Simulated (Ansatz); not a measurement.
`[OH][GeH2][F]` → `[F][GeH2]`• + `[OH]`• at 400 K and 1 bar (homolysis of the Ge–O bond).

Computed with Ansatz on PBE0-D4/def2-TZVP structures; ΔE is electronic, products minus reactants. CCSD(T)/CBS adds triple-zeta CCSD(T) − MP2 to the extrapolated MP2 energy (def2 sets, frozen cores). This one scheme is used for every species. No spin–orbit coupling; open shells (•) take unrestricted orbitals. For Ge outer-core shells are correlated without core-valence functions, which leaves a few kJ/mol of doubt a bond. Scalar relativity is left out up to krypton. One conformer a species, not always the lowest.

```tsv
species	CCSD(T)/CBS energy (Eh)	H − E (kJ/mol)	S (J/(mol·K))
`[OH][GeH2][F]`	-2252.93819	106.2	313.8
`[F][GeH2]`•	-2177.07849	58.2	278.2
`[OH]`•	-75.67771	34.1	192.6
```

H − E and S are ideal-gas, rigid-rotor, harmonic terms from PBE0-D4/def2-TZVP, for one conformer and one mirror image of each species, with the whole ground term of open shells counted as degenerate. 1 Eh = 2625.50 kJ/mol, R = 8.31446 J/(mol·K).

Question: By hand: ΔE, ΔH, ΔS and ΔG.

Answer: ΔE = (-2177.07849) + (-75.67771) − (-2252.93819) = 0.18199 Eh = 477.8 kJ/mol. Δ(H − E) = 58.2 + 34.1 − 106.2 = -13.9, so ΔH = 463.9 kJ/mol. ΔS = 278.2 + 192.6 − 313.8 = 157.0 J/(mol·K). ΔG = 463.9 − 400 × (157.0)/1000 = 401.1 kJ/mol.

Question: By hand: the equilibrium constant, and the temperature at which ΔG would vanish if ΔH and ΔS stayed fixed.

Answer: log₁₀ K = −ΔG/(RT ln 10) = -52.4. ΔG = 0 at ΔH/ΔS = 2955 K, far beyond where these terms or the molecules hold.

The number of gas molecules changes by +1, which sets the sign of ΔS. A doubt of 5 kJ/mol in ΔE shifts log₁₀ K by 0.7 here. Other conformers and mirror images would add mixing entropy, several J/(mol·K) or more a flexible species. These are equilibria of isolated gas molecules and say nothing of rates. Largest T1 diagnostic: 0.014 (customary marks: 0.02 for closed shells, 0.045 for open ones).
